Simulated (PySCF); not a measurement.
## A search over the determinants of ZnCl

Unrestricted PBE0; basis Zn def2-TZVPPD, Cl def2-TZVPPD; no relativity; PySCF 2.14. Outer shells of the fragments: Zn 3d10 4s2; Cl 3s2 3p5.

Followed along the bond (rough minima from three points):

```
2Ms+1   unpaired  ⟨S²⟩ at the start  R at minimum (Å)  Te (eV)
    2        σ ↑               0.75              2.17     0.00
    4  σ ↑, π ↑↑               3.76  none in the scan   ≤ 6.04
```

Solutions found at the starting distance of 2.160 Å, counted from the lowest of them; the search is not exhaustive and high or unbound solutions are not listed, so other states can lie among these:

| 2Ms+1 | unpaired | term | E (eV) | ⟨S²⟩ | ⟨Lz²⟩ | μ (D) |
| --- | --- | --- | --- | --- | --- | --- |
| 2 | σ ↑ | ²Σ⁺ | 0.00 | 0.75 | 0.00 | -2.83 |
| 2 | π ↑ | ²Π | 3.94 | 0.75 | 1.01 | 3.38 |
| 4 | σ ↑, π ↑↑ | mixed | 6.34 | 3.76 | 2.01 | 3.02 |
| 4 | σ ↑, π ↑↑ | mixed | 6.51 | 3.76 | 2.01 | 3.22 |
| 4 | σ ↑↑, π ↑ | ⁴Π | 7.42 | 3.76 | 1.01 | 2.22 |
| 4 | σ ↑↑, π ↑ | ⁴Π | 7.92 | 3.75 | 1.01 | 1.03 |
| 4 | σ ↑↑↑ | ⁴Σ⁺ | 9.16 | 3.76 | 0.00 | 1.62 |

A term symbol is given only where ⟨S²⟩ and ⟨Lz²⟩ are close to those of a pure state; real π, δ and φ orbitals otherwise mix terms. A positive dipole means Zn(−)Cl(+).

Counting both spins, an empty level lies below a filled one in some of these solutions, because spin and occupation are held.
